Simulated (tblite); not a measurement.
Compound: C5H6F3N.
SMILES with atom numbers: `[H]/[N:1]=[C:2]1\[CH2:3][CH2:4][C@H:5]1[C:6]([F:7])([F:8])[F:9]` (hydrogens: H10 on N1; H11, H12 on C3; H13, H14 on C4; H15 on C5)

Computed with GFN2-xTB (tblite), gas phase: Langevin dynamics at 400 K from the optimised GFN2-xTB geometry, time step 0.5 fs, friction 0.01 fs⁻¹, 2000 steps. The instantaneous temperature is 2·E(kin)/(3Nk) with all 3N coordinates.

```csv
t (fs),T (K),E(pot) above start (eV),N1=C2 (Å),C2–C3 (Å),C3–C4 (Å),C4–C5 (Å),C5–C6 (Å),N1–H10 (Å),C4–C5–C6–F7 (°)
0,319,0.000,1.244,1.512,1.540,1.544,1.515,1.017,174
50,145,0.399,1.223,1.518,1.567,1.540,1.471,0.975,174
100,258,0.323,1.254,1.522,1.530,1.506,1.496,1.002,-177
150,238,0.309,1.280,1.474,1.532,1.557,1.527,1.009,-178
200,262,0.491,1.213,1.584,1.568,1.557,1.515,0.981,-171
250,314,0.562,1.245,1.470,1.590,1.576,1.520,1.028,-165
300,369,0.396,1.257,1.499,1.521,1.499,1.559,1.003,-169
350,315,0.675,1.250,1.551,1.492,1.562,1.540,0.995,-171
400,310,0.507,1.232,1.467,1.546,1.592,1.529,0.981,-152
450,244,0.683,1.239,1.550,1.542,1.526,1.551,0.998,-150
500,345,0.642,1.258,1.522,1.570,1.558,1.548,1.073,-157
550,360,0.631,1.258,1.501,1.542,1.544,1.512,1.078,-171
600,323,0.543,1.232,1.510,1.543,1.541,1.513,1.044,-171
650,349,0.503,1.227,1.547,1.587,1.593,1.508,1.025,-176
700,322,1.058,1.259,1.612,1.509,1.535,1.475,1.064,174
750,482,0.880,1.257,1.531,1.576,1.515,1.587,1.028,176
800,424,0.782,1.240,1.503,1.555,1.628,1.502,1.042,-178
850,507,0.690,1.257,1.521,1.556,1.490,1.547,1.010,-166
900,380,0.760,1.260,1.502,1.595,1.524,1.518,1.015,-154
950,503,1.002,1.223,1.560,1.487,1.581,1.481,1.037,-155
1000,428,1.065,1.250,1.530,1.493,1.500,1.549,1.019,-170
```

Problem. From 500 fs on, how do temperature and potential energy compare with equipartition?

Solution. The mean temperature of these 11 frames is 402 K against the target 400 K, and the mean potential energy 0.78 eV against 39 × kT/2 = 0.67 eV for 39 classical harmonic modes. For 15 atoms in a canonical ensemble the temperature itself scatters by T·√(2/(3N)) = 84 K; here its standard deviation is 67 K. The whole run lasts only 10 friction times of 100 fs, so these averages carry a wide statistical error.

Problem. What are the kinetic and total energies of the listed frame with the highest potential energy?

Solution. The one at 1000 fs, 1.065 eV above the start. Its kinetic energy is 3NkT/2 = 0.829 eV at 428 K, so the sum is 1.89 eV; over the listed frames the sum runs from 0.62 to 1.98 eV, since the thermostat adds and removes energy.

Problem. How much do the listed bonds fluctuate from 500 fs on?

Solution. 
```tsv
bond	at the start (Å)	mean (Å)	standard deviation (Å)
N1=C2	1.244	1.247	0.013
C2–C3	1.512	1.531	0.031
C3–C4	1.540	1.547	0.035
C4–C5	1.544	1.546	0.039
C5–C6	1.515	1.522	0.031
N1–H10	1.017	1.039	0.022
```

The motion is classical and holds no zero-point motion.

What follows is the cost of the whole dynamics run. Hardware: AMD EPYC 7B13, one thread, no GPU, shared host. Cost: 13 s, 0.18 GiB resident at most.
